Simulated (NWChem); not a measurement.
System: C5H5N; SMILES C#CC(N)=C=C

Input file for NWChem:

```
start job
memory heap 200 mb stack 900 mb global 1100 mb
geometry units angstroms noautosym nocenter noautoz
  C      1.037547     2.275877    -0.015471
  C      0.401119     1.243179    -0.020062
  C     -0.380444     0.040370    -0.001933
  N     -1.771011     0.205572    -0.073171
  C      0.240520    -1.133350     0.026559
  C      0.852294    -2.287700    -0.000155
  H      1.611906     3.183760    -0.019202
  H     -2.104209     0.998521     0.465532
  H     -2.287999    -0.637080     0.152367
  H      1.083426    -2.797934    -0.945130
  H      1.169104    -2.796089     0.920279
end
basis spherical
  C library def2-svp
  N library def2-svp
  H library def2-svp
end
dft
  xc xpbe96 cpbe96
  iterations 150
end
cosmo
  do_cosmo_smd true
  solvent ethanol
end
task dft energy
```

Coordinates come from a PBE0/def2-SVP optimisation. Solvent: ethanol.

Level: PBE/def2-SVP with SMD (1 M gas to 1 M solution), gas-phase geometry.

### Question
Give the results of this calculation. (PBE/def2-SVP, SMD on the gas-phase geometry.) Quantities: solvation free energy (kcal/mol); cavity-dispersion-structure term (kcal/mol); dipole in solution (D).

### Answer
- solvation free energy (kcal/mol): -4.8
- cavity-dispersion-structure term (kcal/mol): 2.7
- dipole in solution (D): 1.81
